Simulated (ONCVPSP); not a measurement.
Which change was made? (Si, ONCV)

Si (Z = 14), optimised norm-conserving Vanderbilt (ONCV), made with ONCVPSP 4.0.1 (PBEsol, scalar-relativistic). Core [He], reference 2s2 2p6 3s2 3p0.5 (charge +1.5). Waves: 2s+3s: rc 1.10 bohr, ncon 5, nbas 8, qcut 13.4 1/bohr, 2 projectors; 2p+3p: rc 1.05 bohr, ncon 3, nbas 6, qcut 11.4 1/bohr, 2 projectors. Local part: polynomial inside 0.70 bohr (lpopt 1, dvloc0 0 Ha). Core correction: Teter function, fcfact 2.75, rcfact 1.75.

Cutoffs, loose and tight: the cutoffs (Ha) at which the residual kinetic energy of the hardest occupied pseudo-wave falls to 1 and 0.1 mHa per electron. They do not see the model core or the augmentation charge, which bear on the density cutoff. Test errors are all-electron minus pseudo excitation energies from the reference, over the configurations 2s2 2p6 3s2 3p2; 2s2 2p6 3s2 3p1; 2s2 2p6 3s2 3p0; 2s2 2p5 3s2 3p2; variants that change the core or the reference have their own tests.

The base gives: outcome: generated; cutoff, loose: 58 Ha; cutoff, tight: 83 Ha; bound ghosts: none; GHOST(+) flags above zero: none; largest test error (meV): +969.

Q: After one change the result is: outcome: generated; bound ghosts: none; GHOST(+) flags above zero: none; largest test error (meV): +397. Which change was it?
A. p: rc 1.52
B. p: rc 0.76
C. p: rc 0.92

A: B. The others give: p: rc 0.92 → outcome: generated; cutoff, loose: 82 Ha; cutoff, tight: 200 Ha; bound ghosts: none; GHOST(+) flags above zero: none; largest test error (meV): +697 | p: rc 1.52 → outcome: generated; cutoff, loose: 43 Ha; cutoff, tight: 61 Ha; bound ghosts: none; GHOST(+) flags above zero: none; largest test error (meV): +2229.
